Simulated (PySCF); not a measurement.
Bond curve of CsH⁺

Set-up: basis Cs def2-SVPD with ECP46, H def2-SVPD; scalar-relativistic core potentials; PySCF 2.14. Energies in eV from Cs⁺ + H in their ground configurations at the same level. State: ²Σ⁺ (doublet), unpaired electrons σ ↑.

| R (Å) | PBE | UHF-MP2 | UHF-CCSD | UHF-CCSD(T) |
| --- | --- | --- | --- | --- |
| 3.151 | -0.0278 | -0.0142 |  |  |
| 3.298 | -0.0384 | -0.0256 | -0.0296 | -0.0301 |
| 3.444 | -0.0432 | -0.0304 | -0.0336 | -0.0341 |
| 3.554 | -0.0445 | -0.0314 | -0.0341 | -0.0345 |
| 3.664 | -0.0444 | -0.0309 | -0.0332 | -0.0335 |
| 3.774 | -0.0434 | -0.0296 | -0.0315 | -0.0317 |
| 3.921 | -0.0412 | -0.0271 | -0.0286 | -0.0288 |
| 4.104 | -0.0378 | -0.0237 | -0.0249 | -0.0250 |
| 4.324 | -0.0334 | -0.0200 | -0.0208 | -0.0209 |
| 4.617 | -0.0279 | -0.0161 |  |  |

**Question.** Put a parabola through the three lowest points of the PBE curve and estimate Re, k and ωe (reduced mass 1.0 u; 1 eV/Å² = 0.16022 mdyn/Å; ωe = 1302.8·√(k/μ) cm⁻¹).

**Answer.** Through R = 3.444, 3.554, 3.664 Å the second-order coefficient is 0.0579 eV/Å², so Re ≈ 3.601 Å, k ≈ 0.0185 mdyn/Å and ωe ≈ 177 cm⁻¹. A polynomial fit of higher order to the unrounded PBE energies gives Re = 3.598 Å, k = 0.0151 mdyn/Å, ωe = 160 cm⁻¹; anharmonicity and rounding make the difference.

The higher-order fit for each curve: PBE: Re = 3.598 Å, ωe = 160 cm⁻¹, De = 0.045 eV; UHF-MP2: Re = 3.564 Å, ωe = 174 cm⁻¹, De = 0.031 eV; UHF-CCSD: Re = 3.528 Å, ωe = 183 cm⁻¹, De = 0.034 eV; UHF-CCSD(T): Re = 3.524 Å, ωe = 184 cm⁻¹, De = 0.035 eV.

Correlated steps freeze no core orbitals. The bond is weak. Basis-set superposition, not corrected here, can be much of De in a small basis, most of all at correlated wavefunction levels. Spin–orbit coupling is left out. For an ion De counts to the pair picked by the measured ionisation energies or electron affinities, which need not be the lowest pair at this level. The state was picked by a PBE0 search and need not be the measured ground state.
